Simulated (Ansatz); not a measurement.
Ansatz results at the PBE0-D4/def2-TZVP geometry: LUMO energy (PBE0/def2-TZVPP) 0.95 eV; size of the dipole moment (B3LYP/def2-TZVPP) 1.58 D; HOMO–LUMO gap (ωB97M-V/def2-TZVPP) 10.73 eV.

Each molecule was computed in one conformer, which needn't be the lowest.

Question: Which molecule gave them?
A. `CC(C)(C)[N]([GeH3])[Si](C)(C)C`
B. `C=CNC`
C. `C=CN(C)[SiH2]Cl`
D. `CC(C)(C)[N]([GeH3])C(C)(C)C`

Answer: B. The others give `CC(C)(C)[N]([GeH3])C(C)(C)C`: 0.82, 0.87, 10.59; `CC(C)(C)[N]([GeH3])[Si](C)(C)C`: 0.65, 0.77, 10.80; `C=CN(C)[SiH2]Cl`: 0.39, 1.40, 10.75.

B3LYP here is the variant with VWN-RPA as its local correlation; programs differ in this.
